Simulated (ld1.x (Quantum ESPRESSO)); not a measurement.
## Reading a pseudo-wave (Rh)

Columns: radius, all-electron u(r) and pseudo u(r) of the 4p shell (level -58.15 eV) of rhodium in the configuration [Ar] 3d10 4s2 4p6 4d8 5s0 5p0; PBE, scalar-relativistic, TM scheme, ld1.x (Quantum ESPRESSO) 7.5.

| r (bohr) | all-electron | pseudo |
| --- | --- | --- |
| 0.065 | 0.3763 | 0.0103 |
| 0.130 | 0.1234 | 0.0408 |
| 0.195 | -0.3256 | 0.0908 |
| 0.260 | -0.5659 | 0.1591 |
| 0.325 | -0.5490 | 0.2438 |
| 0.390 | -0.3557 | 0.3426 |
| 0.455 | -0.0784 | 0.4521 |
| 0.520 | 0.2145 | 0.5683 |
| 0.585 | 0.4817 | 0.6858 |
| 0.650 | 0.7029 | 0.7986 |
| 0.715 | 0.8715 | 0.8999 |
| 0.780 | 0.9888 | 0.9832 |
| 0.845 | 1.0601 | 1.0432 |
| 0.910 | 1.0925 | 1.0768 |
| 0.975 | 1.0937 | 1.0837 |
| 1.040 | 1.0714 | 1.0667 |
| 1.105 | 1.0319 | 1.0304 |
| 1.170 | 0.9807 | 0.9805 |
| 1.235 | 0.9221 | 0.9220 |
| 1.300 | 0.8594 | 0.8594 |
| 1.365 | 0.7952 | 0.7952 |
| 1.430 | 0.7315 | 0.7315 |
| 1.495 | 0.6696 | 0.6696 |
| 1.560 | 0.6103 | 0.6103 |
| 1.625 | 0.5543 | 0.5543 |
| 1.690 | 0.5019 | 0.5019 |

(1) How many radial nodes do the two functions have?

(2) At about which radius was the pseudo-wave matched?

(3) Is the pseudo-wave norm-conserving?

## Answers

(1) The all-electron 4p function has n − l − 1 = 2; the pseudo-wave has 0, since the states of the same l below it are removed with the core.

(2) 1.30 bohr. The columns agree to 0.0005 from 1.17 bohr on; several derivatives are matched, so the curves merge somewhat inside the radius.

(3) Yes: the TM scheme keeps the norm inside the radius equal to the all-electron one, which fixes the energy derivative of the logarithmic derivative at the level.
